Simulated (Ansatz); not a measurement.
Ansatz results at the PBE0-D4/def2-TZVP geometry: size of the dipole moment (ωB97M-V/def2-TZVPP) 2.20 D; HOMO–LUMO gap (ωB97M-V/def2-TZVPP) 9.34 eV; HOMO–LUMO gap (PBE0/def2-TZVPP) 5.46 eV.

Each molecule was computed in one conformer, which needn't be the lowest.

Task: Which molecule gave them?
A. `CCC[TeH]`
B. `[OH][Sb]1[CH2][O]1`
C. `BBN`
D. `FC([SiH3])CCl`

Result: B. The others give `CCC[TeH]`: 1.42, 9.37, 5.46; `FC([SiH3])CCl`: 2.53, 12.52, 8.56; `BBN`: 2.05, 10.49, 6.33.
